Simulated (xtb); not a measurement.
C4H2N2, SMILES C#C/C=N/C#N. All values are semi-empirical tight-binding results from xtb (GFN2-xTB unless named), good for trends rather than for accurate numbers. The structure is a stationary point at GFN2-xTB. The structure was generated by enumeration; whether it is a known compound was not checked.

Optimised geometry:

```xyz
8

C     -0.2470    -2.9250     0.0000
C      0.0954    -1.7717     0.0000
C      0.5267    -0.4339     0.0000
N     -0.3182     0.5156     0.0000
C     -0.0992     1.7944     0.0000
N     -0.0699     2.9463     0.0000
H     -0.5522    -3.9299     0.0000
H      1.6133    -0.2865     0.0000
```
Charge 0, spin multiplicity 1.

```json
{
  "point_group_as_xtb_finds_it": "Cs",
  "orbital_gap": "2.22 eV",
  "dipole_moment": "5.52 D",
  "zero_point_energy": "29.2 kcal/mol",
  "G − E(el) at 298.15 K (modified RRHO)": "10.8 kcal/mol",
  "static polarisability (D4 model)": "54.1 bohr³",
  "solvation energy, GFN2-xTB/ALPB(water)": "-8.9 kcal/mol",
  "solvation energy, GFN2-xTB/ALPB(octanol)": "-8.1 kcal/mol"
}
```

**Question.** Give the IR lines (harmonic; lines under 4 % of the strongest left out, lines within 3 cm⁻¹ merged). (An estimate is asked for; the answer gives what the named calculation found.)

**Answer.** ν (cm⁻¹): 307 (w), 488 (w), 531 (m), 662 (w), 666 (w), 1006 (m), 1124 (w), 1301 (w), 1673 (vs), 2230 (s), 2335 (vs), 2875 (m), 3384 (w) (against the strongest line: vs over 80 %, s over 45 %, m over 15 %, w over 4 %, vw less)

**Question.** Give the atomic charges and the Wiberg bond orders between heavy atoms. (Estimate from the structure and the level; the computed values follow.)

**Answer.** charges (e) C1 -0.06, C2 0.00, C3 0.12, N4 -0.13, C5 0.17, N6 -0.27, H7 0.11, H8 0.05. Bond orders C1–C2 2.79, C2–C3 1.15, C3–N4 1.70, N4–C5 1.29, C5–N6 2.63.
